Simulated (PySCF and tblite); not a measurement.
The numbers below are computed, except where a source is named.
C4H2BrClN2, numbered as in [Cl:1][c:2]1[n:3][cH:4][cH:5][c:6]([Br:7])[n:8]1.

The ensemble was built from 45 distance-geometry starts (ETKDG and KDG, MMFF94s, GFN2-xTB) and rests on GFN2-xTB geometries. Weights use CAM-B3LYP-D3(BJ)/pcSseg-1 (IEF-PCM, methanol) energies plus GFN2-xTB zero-point and thermal terms (modes under about 100 cm⁻¹ blended into free rotors). Symmetry numbers and mirror images are counted. Conformers within 2.5 kcal/mol (GFN2-xTB free energy) were kept, 3 at most. GIAO shieldings: CAM-B3LYP/pcSseg-1 (IEF-PCM, methanol). Shifts are against TMS (¹H), TMS (¹³C) at the same level. Codes: tblite and PySCF.

Task: List the conformer-averaged shifts at 298.15 K.

Result: ¹H: 8.88 (H4, 1H), 7.87 (H5, 1H) ppm. ¹³C: 182.5 (C6), 174.2 (C2), 172.2 (C4), 135.9 (C5) ppm.

Spin–orbit effects of the heavy atoms on shieldings are missing. At a carbon that bears Br the missing effect is some 10 ppm, beside I tens of ppm. Shifts are unscaled: against experiment ¹³C can be off by 15 ppm or more and ¹H by 0.8 ppm.
